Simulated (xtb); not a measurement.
C₂H₉BN₂O, SMILES CN(C)B(N)O. All values are semi-empirical tight-binding results from xtb (GFN2-xTB unless named), good for trends rather than for accurate numbers. The structure is a stationary point at GFN2-xTB. Other conformers were not sampled.

Optimised geometry:

```xyz
15

B     -0.4575    -0.0903    -0.6411
O     -0.7478    -1.3153    -1.1945
H     -0.4507    -2.0599    -0.6764
N     -1.0529     1.0222    -1.2761
H     -1.6065     0.8820    -2.1003
H     -0.7950     1.9773    -1.1218
N      0.3652     0.0529     0.5153
C      1.1787    -1.0036     1.0687
C      0.5047     1.2830     1.2566
H      2.2032    -0.6457     1.2235
H      0.7897    -1.3443     2.0378
H      1.2235    -1.8543     0.3911
H      0.3761     1.0918     2.3277
H      1.4965     1.7303     1.1086
H     -0.2539     1.9946     0.9452
```

### Question
Estimate the properties. (An estimate is asked for; the answer gives what the named calculation found.)

### Answer

```json
{
  "orbital_gap": "6.75 eV",
  "dipole_moment": "1.58 D",
  "zero_point_energy": "77.9 kcal/mol",
  "G − E(el) at 298.15 K (modified RRHO)": "57.8 kcal/mol",
  "static polarisability (D4 model)": "62.9 bohr³",
  "solvation energy, GFN2-xTB/ALPB(water)": "-5.4 kcal/mol",
  "solvation energy, GFN2-xTB/ALPB(benzene)": "-6.0 kcal/mol"
}
```

Computed IR lines (harmonic; lines under 4 % of the strongest left out, lines within 3 cm⁻¹ merged):
ν (cm⁻¹): 273 (m), 289 (w), 361 (w), 408 (w), 440 (s), 457 (w), 532 (s), 952 (m), 1028 (m), 1178 (vs), 1220 (w), 1313 (vs), 1395 (vs), 1417 (w), 1439 (m), 1482 (w), 1487 (w), 1512 (w), 1530 (s), 2873 (m), 2879 (w), 2920 (w), 2929 (m), 3014 (w), 3049 (w) (against the strongest line: vs over 80 %, s over 45 %, m over 15 %, w over 4 %, vw less)

### Question
Give the atomic charges and the Wiberg bond orders between heavy atoms. (The exact figures need the calculation; the answer reports its results.)

### Answer
charges (e) B1 0.38, O2 -0.50, H3 0.28, N4 -0.38, H5 0.16, H6 0.15, N7 -0.22, C8 -0.03, C9 -0.04, H10 0.03, H11 0.02, H12 0.04, H13 0.03, H14 0.03, H15 0.04. Bond orders B1–O2 1.09, B1–N4 1.20, B1–N7 1.15, N7–C8 1.02, N7–C9 1.02.
